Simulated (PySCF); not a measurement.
Numbering as in the mapped SMILES `[CH3:1][C:2](=[O:3])[CH2:4][C:5]([F:6])([F:7])[F:8]`. Hydrogens are named by the atom that carries them.

Theory: GIAO PBE0/pcSseg-1 shieldings, geometry from GFN2-xTB, in PySCF 2.14.0 with density-fitted response routines (single conformer, no solvent, one averaged value for each set of equivalent atoms, non-relativistic).

Predict the 2D correlation tables (HSQC, COSY, HMBC).

Answers



HSQC (one-bond C–H):
```tsv
δH	δC
3.07 (H(C4))	53.8 (C4)
2.43 (H(C1))	31.4 (C1)
```

HMBC (two and three bonds, from the bond graph):
```tsv
δH	δC
3.07 (H(C4))	202.3 (C2), 134.1 (C5), 31.4 (C1)
2.43 (H(C1))	202.3 (C2), 53.8 (C4)
```

No COSY cross peaks are expected.

Scale: ¹H and ¹³C against TMS (reference shieldings calculated alike).

Short H···H contacts in this conformer between protons four or more bonds apart (candidates for NOE cross peaks, intensity ∝ r⁻⁶): H(C1)···H(C4) 2.74 Å.

Shifts are as computed. Against solution values, carbons near 30 ppm lie about +3 ppm off and those near 130 ppm about +5 ppm. Of 1211 compounds with measured shifts, 218 miss one by over three times the rms of a fit or turn the order of signals round; such compounds aren't used in these exercises.
